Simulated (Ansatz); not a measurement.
A nudged elastic band was laid between two geometries of Cl$_{2}$GaH$_{4}$N (8 atoms, charge 0, multiplicity 1).

Level of theory: Ansatz 0.2.0, RKS B3LYP-D4/def2-SVP.

| Item | Value |
| --- | --- |
| movable images | 7 |
| climbing image | yes |
| spring | 5.0 eV/Å² |
| optimiser | quadratic models (default) |
| start path | through a guess of the saddle point |
| force threshold | 0.05 eV/Å |
| iteration limit | 60 |
| end points | relaxed |

Image 0:

```xyz
8
Properties=species:S:1:pos:R:3
Ga 0.008 0.010 0.251
H -0.169 0.943 1.487
Cl 1.959 -0.070 -0.761
Cl -1.687 -0.286 -1.120
N 0.055 -1.984 0.966
H -0.705 -2.491 0.505
H 0.944 -2.394 0.664
H -0.035 -2.106 1.977
```

Image 8:

```xyz
8
Properties=species:S:1:pos:R:3
Ga 0.111 -0.777 -0.592
H -0.154 0.313 2.760
Cl 1.945 0.279 -0.946
Cl -1.716 -0.013 -1.417
N 0.099 -2.266 0.420
H -0.729 -2.836 0.549
H 0.946 -2.705 0.763
H -0.133 -0.374 2.433
```

(1) What changes between the two ends?

(2) What energy profile does the band end with?

(3) What is the geometry of the highest image?

(4) What are the harmonic wavenumbers there?

The band took 12 iterations and about 7 core-minutes.

Results:

(1) Bonds broken: Ga1–H2, N5–H8. Bonds formed: H2–H8. Cl2GaH4N becomes Cl2GaH2N + H2.

(2) It converged. The highest image is number 4 of 0 to 8, 197.5 kJ/mol above the first end and 83.3 kJ/mol above the last; the last end lies 114.2 kJ/mol above the first. A vibrational analysis at the climbing image gives one clearly imaginary mode, 1308i cm⁻¹: a first-order saddle point. The orbitals stay closed-shell, which can raise the energy where a bond breaks towards radicals; this wasn't checked here.

```json
{"image": "0", "path coordinate (Å)": "0.00", "energy (kJ/mol)": "0.0", "Ga1–H2 (Å)": "1.56", "N5–H8 (Å)": "1.02", "H2–H8 (Å)": "3.09"}
{"image": "1", "path coordinate (Å)": "0.48", "energy (kJ/mol)": "6.7", "Ga1–H2 (Å)": "1.56", "N5–H8 (Å)": "1.02", "H2–H8 (Å)": "2.61"}
{"image": "2", "path coordinate (Å)": "0.96", "energy (kJ/mol)": "29.8", "Ga1–H2 (Å)": "1.57", "N5–H8 (Å)": "1.02", "H2–H8 (Å)": "2.08"}
{"image": "3", "path coordinate (Å)": "1.44", "energy (kJ/mol)": "96.4", "Ga1–H2 (Å)": "1.66", "N5–H8 (Å)": "1.08", "H2–H8 (Å)": "1.50"}
{"image": "4", "path coordinate (Å)": "1.91", "energy (kJ/mol)": "197.5", "Ga1–H2 (Å)": "1.87", "N5–H8 (Å)": "1.45", "H2–H8 (Å)": "0.99"}
{"image": "5", "path coordinate (Å)": "2.47", "energy (kJ/mol)": "143.2", "Ga1–H2 (Å)": "2.28", "N5–H8 (Å)": "1.98", "H2–H8 (Å)": "0.78"}
{"image": "6", "path coordinate (Å)": "3.03", "energy (kJ/mol)": "117.3", "Ga1–H2 (Å)": "2.74", "N5–H8 (Å)": "2.51", "H2–H8 (Å)": "0.76"}
{"image": "7", "path coordinate (Å)": "3.59", "energy (kJ/mol)": "114.2", "Ga1–H2 (Å)": "3.21", "N5–H8 (Å)": "2.92", "H2–H8 (Å)": "0.76"}
{"image": "8", "path coordinate (Å)": "4.15", "energy (kJ/mol)": "114.2", "Ga1–H2 (Å)": "3.54", "N5–H8 (Å)": "2.77", "H2–H8 (Å)": "0.76"}
```

(3) 
```xyz
8
Properties=species:S:1:pos:R:3
Ga 0.059 -0.405 -0.083
H -0.158 0.059 1.715
Cl 1.982 0.300 -0.764
Cl -1.746 0.070 -1.158
N 0.071 -2.098 0.876
H -0.689 -2.767 0.734
H 0.956 -2.605 0.936
H -0.105 -0.932 1.714
```

(4) 1308i, 121, 123, 175, 237, 382, 445, 476, 585, 702, 767, 845, 1407, 1490, 1712, 1859, 3489, 3592 cm⁻¹.

Time of the run: 3.7 min on 2 threads of Arm Neoverse V2, on a shared host, peak memory 0.24 GiB.
